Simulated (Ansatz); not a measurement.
Computed with Ansatz on PBE0-D4/def2-TZVP structures; ΔE is electronic, products minus reactants. CCSD(T)/CBS adds triple-zeta CCSD(T) − MP2 to the extrapolated MP2 energy (def2 sets, frozen cores). This one scheme is used for every species. Functionals use def2-TZVPP. B3LYP here is the variant with VWN-RPA as its local correlation; programs differ in this. HSE06 is defined as in plane-wave codes. Each species was taken in one conformer, which may not be the lowest.

Reaction (cleavage of the B–Si bond): `OB[SiH]1SS1` + `OBF` → `OBOBF` + `[SiH2]1SS1`

```json
{"level": "LDA (SPW92)", "ΔE (kJ/mol)": "-108.9", "difference from CCSD(T)/CBS": "9.2"}
{"level": "PBE-D4", "ΔE (kJ/mol)": "-100.3", "difference from CCSD(T)/CBS": "17.8"}
{"level": "revPBE-D4", "ΔE (kJ/mol)": "-99.2", "difference from CCSD(T)/CBS": "18.9"}
{"level": "BLYP-D4", "ΔE (kJ/mol)": "-112.3", "difference from CCSD(T)/CBS": "5.8"}
{"level": "r2SCAN-D4", "ΔE (kJ/mol)": "-116.9", "difference from CCSD(T)/CBS": "1.2"}
{"level": "B97M-V", "ΔE (kJ/mol)": "-119.4", "difference from CCSD(T)/CBS": "-1.3"}
{"level": "PBE0-D4", "ΔE (kJ/mol)": "-108.6", "difference from CCSD(T)/CBS": "9.5"}
{"level": "r2SCAN0-D4", "ΔE (kJ/mol)": "-120.9", "difference from CCSD(T)/CBS": "-2.8"}
{"level": "HSE06-D4", "ΔE (kJ/mol)": "-108.4", "difference from CCSD(T)/CBS": "9.7"}
{"level": "BHLYP-D4", "ΔE (kJ/mol)": "-128.4", "difference from CCSD(T)/CBS": "-10.3"}
{"level": "ωB97X-V", "ΔE (kJ/mol)": "-118.4", "difference from CCSD(T)/CBS": "-0.3"}
{"level": "PBE-QIDH", "ΔE (kJ/mol)": "-117.3", "difference from CCSD(T)/CBS": "0.8"}
{"level": "PBE", "ΔE (kJ/mol)": "-102.3", "difference from CCSD(T)/CBS": "15.8"}
{"level": "revPBE", "ΔE (kJ/mol)": "-100.4", "difference from CCSD(T)/CBS": "17.7"}
{"level": "BLYP", "ΔE (kJ/mol)": "-115.8", "difference from CCSD(T)/CBS": "2.3"}
{"level": "r2SCAN", "ΔE (kJ/mol)": "-117.6", "difference from CCSD(T)/CBS": "0.5"}
{"level": "PBE0", "ΔE (kJ/mol)": "-110.6", "difference from CCSD(T)/CBS": "7.5"}
{"level": "B3LYP", "ΔE (kJ/mol)": "-122.1", "difference from CCSD(T)/CBS": "-4.0"}
{"level": "r2SCANh", "ΔE (kJ/mol)": "-119.4", "difference from CCSD(T)/CBS": "-1.3"}
{"level": "r2SCAN0", "ΔE (kJ/mol)": "-121.8", "difference from CCSD(T)/CBS": "-3.7"}
{"level": "HSE06", "ΔE (kJ/mol)": "-110.4", "difference from CCSD(T)/CBS": "7.7"}
{"level": "BHLYP", "ΔE (kJ/mol)": "-132.3", "difference from CCSD(T)/CBS": "-14.2"}
{"level": "CAM-B3LYP", "ΔE (kJ/mol)": "-128.1", "difference from CCSD(T)/CBS": "-10.0"}
{"level": "LC-ωPBE", "ΔE (kJ/mol)": "-115.8", "difference from CCSD(T)/CBS": "2.3"}
{"level": "RPA@PBE/def2-TZVPP", "ΔE (kJ/mol)": "-115.6", "difference from CCSD(T)/CBS": "2.5"}
{"level": "HF/def2-SVP", "ΔE (kJ/mol)": "-149.5", "difference from CCSD(T)/CBS": "-31.4"}
{"level": "MP2/def2-SVP", "ΔE (kJ/mol)": "-132.5", "difference from CCSD(T)/CBS": "-14.4"}
{"level": "CCSD/def2-SVP", "ΔE (kJ/mol)": "-131.9", "difference from CCSD(T)/CBS": "-13.8"}
{"level": "CCSD(T)/def2-SVP", "ΔE (kJ/mol)": "-129.6", "difference from CCSD(T)/CBS": "-11.5"}
{"level": "HF/def2-TZVPP", "ΔE (kJ/mol)": "-144.8", "difference from CCSD(T)/CBS": "-26.7"}
{"level": "MP2/def2-TZVPP", "ΔE (kJ/mol)": "-119.4", "difference from CCSD(T)/CBS": "-1.3"}
{"level": "SCS-MP2/def2-TZVPP", "ΔE (kJ/mol)": "-122.7", "difference from CCSD(T)/CBS": "-4.6"}
{"level": "CCSD/def2-TZVPP", "ΔE (kJ/mol)": "-121.6", "difference from CCSD(T)/CBS": "-3.5"}
{"level": "CCSD(T)/def2-TZVPP", "ΔE (kJ/mol)": "-117.5", "difference from CCSD(T)/CBS": "0.6"}
{"level": "HF/def2-QZVPP", "ΔE (kJ/mol)": "-146.8", "difference from CCSD(T)/CBS": "-28.7"}
{"level": "MP2/def2-QZVPP", "ΔE (kJ/mol)": "-120.5", "difference from CCSD(T)/CBS": "-2.4"}
{"level": "SCS-MP2/def2-QZVPP", "ΔE (kJ/mol)": "-123.8", "difference from CCSD(T)/CBS": "-5.7"}
{"level": "HF/CBS(def2)", "ΔE (kJ/mol)": "-147.1", "difference from CCSD(T)/CBS": "-29.0"}
{"level": "MP2/CBS(def2)", "ΔE (kJ/mol)": "-120.1", "difference from CCSD(T)/CBS": "-2.0"}
{"level": "CCSD/CBS(def2)", "ΔE (kJ/mol)": "-122.2", "difference from CCSD(T)/CBS": "-4.1"}
{"level": "CCSD(T)/CBS", "ΔE (kJ/mol)": "-118.1", "difference from CCSD(T)/CBS": "0"}
```

Largest T1 diagnostic among the species: 0.015.

At CCSD(T), def2-SVP lies −11.5 kJ/mol from the extrapolated value and def2-TZVPP +0.6 kJ/mol. In def2-TZVPP, CCSD(T) changes the Hartree–Fock value by +27.4 kJ/mol (the triples alone add +4.1 kJ/mol) and MP2 by +25.4 kJ/mol. From r2SCAN to r2SCAN0 (25 % exact exchange), in def2-TZVPP and without D4, ΔE moves by −4.2 kJ/mol.
